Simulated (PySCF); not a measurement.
## Iridium: a sound run and one with changed settings

Sound run: Ir⁺ [Xe] 4f14 5d7 6s1, Ir²⁺ [Xe] 4f14 5d7. Calculation: PySCF 2.14, in aug-cc-pVDZ-PP with ECP60MDF; scalar relativity through the core potential. The sound run starts from symmetry-adapted Hartree-Fock orbitals and uses a fine grid where one is needed.

A second run was set up differently.

```json
{"species": "Ir⁺", "method": "UHF", "sound run (hartree)": "-103.36234", "changed run (hartree)": "-103.36234", "converged": "yes"}
{"species": "Ir⁺", "method": "PBE", "sound run (hartree)": "-104.10979", "changed run (hartree)": "-104.93190", "converged": "yes"}
{"species": "Ir⁺", "method": "M06-L", "sound run (hartree)": "-104.14219", "changed run (hartree)": "-105.38544", "converged": "yes"}
{"species": "Ir²⁺", "method": "UHF", "sound run (hartree)": "-102.76324", "changed run (hartree)": "-102.76324", "converged": "yes"}
{"species": "Ir²⁺", "method": "PBE", "sound run (hartree)": "-103.44919", "changed run (hartree)": "-104.18761", "converged": "yes"}
{"species": "Ir²⁺", "method": "M06-L", "sound run (hartree)": "-103.51061", "changed run (hartree)": "-104.58204", "converged": "no"}
```

Ionisation energy of Ir⁺:

```csv
method,sound run (eV),changed run (eV)
UHF,16.302,16.302
PBE,17.976,20.253
```

Problem. What was changed?
A. basis contracted for another Hamiltonian
B. minimal basis
C. radial grid too coarse
D. too few SCF iterations

Solution. C. It used radial step 0.8 in ln r (0.13 in the sound run). A coarse radial grid mis-integrates the density and the exchange-correlation energy, with errors of either sign; Hartree-Fock needs no grid.
